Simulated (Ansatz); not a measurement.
`C[O][AlH][Br]` + H₂S → `C[O][AlH][SH]` + HBr at 600 K and 1 bar (ligand exchange at the Al–Br bond).

Calculated with Ansatz (gas phase, PBE0-D4/def2-TZVP geometries, no zero-point term in ΔE). CCSD(T)/CBS is the MP2 limit (def2-TZVPP, def2-QZVPP) plus CCSD(T) − MP2 in def2-TZVPP, frozen cores. This one scheme is used for every species. For Br outer-core shells are correlated without core-valence functions, which leaves a few kJ/mol of doubt a bond. Scalar relativity is left out up to krypton. Each species was taken in one conformer, which may not be the lowest.

```json
{"species": "`C[O][AlH][Br]`", "CCSD(T)/CBS energy (Eh)": "-2931.07194", "H − E (kJ/mol)": "182.9", "S (J/(mol·K))": "416.6"}
{"species": "H₂S", "CCSD(T)/CBS energy (Eh)": "-398.97279", "H − E (kJ/mol)": "60.8", "S (J/(mol·K))": "230.9"}
{"species": "`C[O][AlH][SH]`", "CCSD(T)/CBS energy (Eh)": "-756.10453", "H − E (kJ/mol)": "210.0", "S (J/(mol·K))": "430.2"}
{"species": "HBr", "CCSD(T)/CBS energy (Eh)": "-2573.91920", "H − E (kJ/mol)": "33.5", "S (J/(mol·K))": "219.1"}
```

H − E and S are ideal-gas, rigid-rotor, harmonic terms from PBE0-D4/def2-TZVP, for one conformer and one mirror image of each species. 1 Eh = 2625.50 kJ/mol, R = 8.31446 J/(mol·K).

Problem. By hand: ΔE, ΔH, ΔS and ΔG.

Solution. ΔE = (-756.10453) + (-2573.91920) − (-2931.07194) − (-398.97279) = 0.02100 Eh = 55.1 kJ/mol. Δ(H − E) = 210.0 + 33.5 − 182.9 − 60.8 = -0.2, so ΔH = 54.9 kJ/mol. ΔS = 430.2 + 219.1 − 416.6 − 230.9 = 1.8 J/(mol·K). ΔG = 54.9 − 600 × (1.8)/1000 = 53.8 kJ/mol.

Problem. By hand: the equilibrium constant, and the temperature at which ΔG would vanish if ΔH and ΔS stayed fixed.

Solution. log₁₀ K = −ΔG/(RT ln 10) = -4.7. ΔG = 0 at ΔH/ΔS = 30500 K, far beyond where these terms or the molecules hold.

The number of gas molecules stays the same, so ΔS is small and ΔH decides. A doubt of 5 kJ/mol in ΔE shifts log₁₀ K by 0.4 here. Other conformers and mirror images would add mixing entropy, several J/(mol·K) or more a flexible species. Modes under 60 cm⁻¹, often nearly free rotors, make the harmonic entropy too high. These are equilibria of isolated gas molecules and say nothing of rates. Largest T1 diagnostic: 0.012 (customary marks: 0.02 for closed shells, 0.045 for open ones).
